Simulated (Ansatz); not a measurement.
Cost and result for the atomization energy of `C[B-](Cl)(Cl)[NH2+][SiH3]` (14 atoms, 13 bonds).

```xyz
14

C    -0.997    1.650   -0.903
B    -0.601    0.607    0.223
Cl   -1.929   -0.664    0.541
Cl   -0.024    1.406    1.794
N     0.669   -0.287   -0.253
Si    0.961   -1.790    0.748
H    -1.295    1.157   -1.835
H    -0.179    2.343   -1.126
H    -1.846    2.253   -0.575
H     0.508   -0.552   -1.224
H     1.486    0.321   -0.245
H     0.264   -2.897    0.066
H     2.430   -1.992    0.649
H     0.552   -1.558    2.139
```

The species carries charge 0 and has multiplicity 1. Geometry: relaxed with PBE0-D4/def2-TZVP. It is one conformer, not always the lowest. Program: Ansatz. All runs use 8 threads of an AMD EPYC on a shared host. Times are those of one run each, without the atoms' runs, and a repeat can differ threefold. Electronic energies, without spin–orbit coupling; frozen cores. CCSD(T)/CBS adds CCSD(T) − MP2 in def2-TZVPP to the MP2 limit, and its time is that of the two runs behind it. T1 = 0.009. B3LYP takes the VWN-RPA correlation (the form of Gaussian; ORCA's B3LYP/G).

CCSD(T)/CBS is a level of theory with its own doubt, some kJ/mol a heavy atom from the limit and from the frozen cores, so smaller differences don't rank the functionals.

```csv
level,functions,wall time,atomization (kJ/mol),difference from CCSD(T)/CBS,per bond
revPBE-D4/def2-TZVPP,331,4.8 s,4813.2,-41.0,-3.2
BLYP-D4/def2-TZVPP,331,5 s,4816.5,-37.7,-2.9
PBE0-D4/def2-TZVPP,331,9.1 s,4859.6,5.4,0.4
r2SCAN-D4/def2-TZVPP (with forces),331,9.6 s,4865.7,11.5,0.9
CAM-B3LYP-D4/def2-TZVPP,331,10 s,4867.5,13.3,1.0
B2PLYP/def2-TZVPP,331,14 s,4786.9,-67.3,-5.2
B3LYP-D4/def2-TZVPP (with forces),331,15 s,4848.2,-6.0,-0.5
CCSD(T)/def2-SVP,136,15 s,4590.5,-263.7,-20.3
B97M-V/def2-TZVPP,331,16 s,4878.1,23.9,1.8
ωB97X-V/def2-TZVPP,331,17 s,4875.9,21.7,1.7
MP2/def2-QZVPP,621,56 s,4868.1,13.9,1.1
CCSD(T)/def2-TZVPP,331,9.4 min,4728.7,-125.5,-9.7
CCSD(T)/CBS(def2),–,10 min,4854.2,0.0,0.0
```

In def2-TZVPP, CCSD(T) changes the Hartree–Fock value by +1117.2 kJ/mol (the triples alone add +66.3 kJ/mol) and MP2 by +1183.0 kJ/mol; breaking electron pairs costs correlation energy, which Hartree–Fock lacks. At CCSD(T), def2-SVP lies −263.6 kJ/mol from the extrapolated value and def2-TZVPP −125.5 kJ/mol: correlation converges slowly with the basis, and small sets miss more of it in the bonded molecule than in its fragments. From PBE to PBE0 (25 % exact exchange), in def2-TZVPP and without D4, the atomization energy moves by −41.9 kJ/mol: exact exchange takes away binding that semilocal exchange gives to molecules.
